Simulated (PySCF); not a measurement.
Mo: excitation energy

Mo [Kr] 4d5 5s1 (7S) → Mo [Kr] 4d4 5s1 5p1 (high-spin determinant), as a difference of total energies. Calculation: PySCF 2.14, in aug-cc-pwCVTZ-PP with ECP28MDF (8s8p7d4f3g, 122 functions); a scalar-relativistic core potential. Correlated levels: valence: 4s2 4p6 frozen; valence and next inner shell: nothing frozen outside the core potential. The calculations carry no spin-orbit coupling.

```json
{"method": "UHF", "excitation energy (eV)": "2.825"}
{"method": "LDA", "excitation energy (eV)": "4.076"}
{"method": "PBE", "excitation energy (eV)": "3.977"}
{"method": "PBE0", "excitation energy (eV)": "3.835"}
{"method": "r2SCAN", "excitation energy (eV)": "3.904"}
{"method": "wB97X-V", "excitation energy (eV)": "3.527"}
{"method": "TPSS", "excitation energy (eV)": "3.847"}
{"method": "LC-wPBE", "excitation energy (eV)": "3.565"}
{"method": "MP2 (valence)", "excitation energy (eV)": "3.385"}
{"method": "SCS-MP2 (valence)", "excitation energy (eV)": "3.012"}
{"method": "MP2 (valence and next inner shell)", "excitation energy (eV)": "3.608"}
{"method": "SCS-MP2 (valence and next inner shell)", "excitation energy (eV)": "3.268"}
```

**Question.** How much does correlation contribute at MP2 (valence and next inner shell)?

**Answer.** 3.608 − (2.825) = 0.783 eV, measured against UHF.

The determinant of the upper state mixes LS terms, which raises its energy above the lowest term, most at the Hartree-Fock and MP2 levels.
